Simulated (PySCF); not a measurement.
# TcF₄: breathing scan

These are results of PySCF, UB3LYP, basis Tc def2-SVP with ECP28, F def2-SVP (scalar-relativistic core potentials, no spin–orbit coupling, density fitting), not measurements.

Rigid scan from the quartet minimum (Tc–F 1.843 Å (×4); F–Tc–F 90.0° (×4), F–Tc–F 180.0° (×2)). Coordinate: all bonds to the central atom scaled together. Energies in kJ/mol from the minimum.

Problem. Predict the curve at 0.88, 0.92, 0.96, 1.00, 1.04, 1.08, 1.14, 1.22, 1.35.

Solution. 
```csv
scale of all bonds to the centre,E (kJ/mol),⟨S²⟩
0.88,498.5,3.75
0.92,190.1,3.76
0.96,40.9,3.76
1.00,0.0,3.76
1.04,30.9,3.77
1.08,108.2,3.78
1.14,274.0,3.81
1.22,530.7,3.99
1.35,913.6,4.64
```

Spin contamination is strong at 1.22, 1.35, so these points are less reliable.

With open d or f shells other occupations or spin states may lie lower.
